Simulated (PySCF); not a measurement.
# Optical rotation: `FC[C@@H]1CO[SiH2][C@H]1F`, C$_{4}$H$_{8}$F$_{2}$OSi

Geometry:
```json
{"atom": "F1", "x (Å)": "-1.908", "y (Å)": "-1.086", "z (Å)": "1.144"}
{"atom": "C2", "x (Å)": "-1.940", "y (Å)": "-0.044", "z (Å)": "0.248"}
{"atom": "C3", "x (Å)": "-0.545", "y (Å)": "0.244", "z (Å)": "-0.291"}
{"atom": "C4", "x (Å)": "0.098", "y (Å)": "-0.989", "z (Å)": "-0.937"}
{"atom": "O5", "x (Å)": "1.491", "y (Å)": "-0.804", "z (Å)": "-1.031"}
{"atom": "Si6", "x (Å)": "2.141", "y (Å)": "0.237", "z (Å)": "0.047"}
{"atom": "C7", "x (Å)": "0.431", "y (Å)": "0.733", "z (Å)": "0.783"}
{"atom": "F8", "x (Å)": "0.257", "y (Å)": "2.094", "z (Å)": "0.984"}
{"atom": "H9", "x (Å)": "-2.336", "y (Å)": "0.823", "z (Å)": "0.785"}
{"atom": "H10", "x (Å)": "-2.627", "y (Å)": "-0.339", "z (Å)": "-0.551"}
{"atom": "H11", "x (Å)": "-0.629", "y (Å)": "1.039", "z (Å)": "-1.039"}
{"atom": "H12", "x (Å)": "-0.098", "y (Å)": "-1.876", "z (Å)": "-0.326"}
{"atom": "H13", "x (Å)": "-0.286", "y (Å)": "-1.162", "z (Å)": "-1.945"}
{"atom": "H14", "x (Å)": "2.958", "y (Å)": "-0.469", "z (Å)": "1.024"}
{"atom": "H15", "x (Å)": "2.772", "y (Å)": "1.342", "z (Å)": "-0.656"}
{"atom": "H16", "x (Å)": "0.214", "y (Å)": "0.265", "z (Å)": "1.748"}
```

Method used: PySCF, TDDFT wB97X-D/def2-SVPD circular dichroism and optical rotation, one conformer, gas phase. Geometry: GFN2-xTB.

The molecule is flexible and this is one conformer; a measurement averages over conformers.

Stereocentres: C3 S, C7 R.

Problem. Give the optical rotatory dispersion at 633, 589.3, 546, 436, 405, 365, 355 nm.

Solution. [α] in deg dm⁻¹ (g/mL)⁻¹:
```csv
λ (nm),origin-invariant length gauge,modified velocity gauge,length gauge (centre of mass),isotropic polarisability (au)
633,-59.9,-57.1,-58.7,74.7
589.3,-70.3,-67.0,-68.9,74.9
546,-83.7,-79.7,-82.1,75.2
436,-143.8,-136.6,-141.1,76.3
405,-173.7,-164.9,-170.6,76.9
365,-230.2,-218.2,-226.2,77.8
355,-249.0,-236.0,-244.7,78.1
```

Problem. And for the mirror image at 589.3 nm?

Solution. +70.3 deg dm⁻¹ (g/mL)⁻¹ (origin-invariant length gauge): the same size and the opposite sign.

Problem. What is the molar rotation [Φ] = [α]·M/100 of the geometry above at 589.3 nm?

Solution. With M = 138.19 g/mol, -97.2 deg cm² dmol⁻¹ (origin-invariant length gauge).

The first excitation lies at 7.06 eV (176 nm) with R = -5.0 × 10⁻⁴⁰ esu² cm² (velocity form).
